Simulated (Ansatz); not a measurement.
`C=C([SiH3])[SiH3]` and `C=C([SiH3])SC` differ in one atom or group.

Ansatz, PBE0-D4/def2-TZVP geometries, multiplicity 1. Each molecule was computed in one conformer, which needn't be the lowest.

```csv
property,`C=C([SiH3])[SiH3]`
HOMO energy (PBE0/def2-TZVPP) / eV,-8.14
size of the dipole moment (ωB97M-V/def2-TZVPP) / D,0.88
HOMO energy (B3LYP/def2-TZVPP) / eV,-7.91
LUMO energy (PBE0/def2-TZVPP) / eV,-0.92
HOMO–LUMO gap (PBE0/def2-TZVPP) / eV,7.22
HOMO–LUMO gap (PBE/def2-TZVPP) / eV,5.12
```

(1) What does the change do to each property? (An estimate is asked.)

Results:

(1) The calculation gave: 
```tsv
property	`C=C([SiH3])SC`	shift
HOMO energy (PBE0/def2-TZVPP) / eV	-6.26	1.88
size of the dipole moment (ωB97M-V/def2-TZVPP) / D	0.94	0.06
HOMO energy (B3LYP/def2-TZVPP) / eV	-6.05	1.86
LUMO energy (PBE0/def2-TZVPP) / eV	-0.52	0.40
HOMO–LUMO gap (PBE0/def2-TZVPP) / eV	5.74	-1.48
HOMO–LUMO gap (PBE/def2-TZVPP) / eV	3.73	-1.39
```

With PBE0 the HOMO rises by 1.88 eV and the LUMO rises by 0.40 eV, so the gap narrows by about 1.48 eV. PBE moves the HOMO by 1.85 eV and ωB97M-V by 1.97 eV. Dipoles are sizes alone; their direction can turn.

B3LYP here is the variant with VWN-RPA as its local correlation; programs differ in this.
